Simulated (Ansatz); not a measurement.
**CCSD(T) forces**

BH$_{2}$Se (SMILES [BH][SeH]), doublet, displaced at random from a GFN2-xTB minimum.

B1  (-0.056, -0.748, 0.315)
Se2  (0.302, 0.968, -0.179)
H3  (0.555, -1.462, 1.068)
H4  (-0.893, 1.263, -1.140)
(Å)

Computed with Ansatz 0.2.0 (basis: def2-TZVPP); correlated methods freeze the cores; orbitals are unrestricted. Filled d shells of the heavier atoms are correlated. The def2 sets are not built for correlating such inner shells, so the correlated values are less sure here. B3LYP uses VWN-RPA correlation.

CCSD(T) forces from the calculation:
```csv
atom,Fx,Fy,Fz (eV/Å)
B1,-0.262,-1.541,0.518
Se2,-0.672,1.611,-1.158
H3,-0.153,0.351,-0.286
H4,1.087,-0.421,0.927
```

**Question.** Which atom feels the largest CCSD(T) force, and how large is it?

**Answer.** Se2, 2.10 eV/Å, along (-0.32, 0.77, -0.55).

Root-mean-square difference of the force components from those of CCSD(T): PBE0-D4 0.123; wB97M-V 0.122; r2SCAN-D4 0.141; PBE-D4 0.230; CAM-B3LYP-D4 0.123; B3LYP-D4 0.112 eV/Å.

The T1 diagnostic stays at or below 0.016. ⟨S²⟩ of the unrestricted Hartree–Fock references: 0.76 (a pure state has 0.75). These are differences at one structure, and CCSD(T) in triple zeta is itself an approximation.

For scale, one of the runs: CCSD(T)/def2-TZVPP forces, 107 basis functions (an equivalent command: `ansatz run in.yaml --threads 4`). The run took 54 s on 4 CPU threads (shared host), with 1.3 GiB of host memory at its peak.
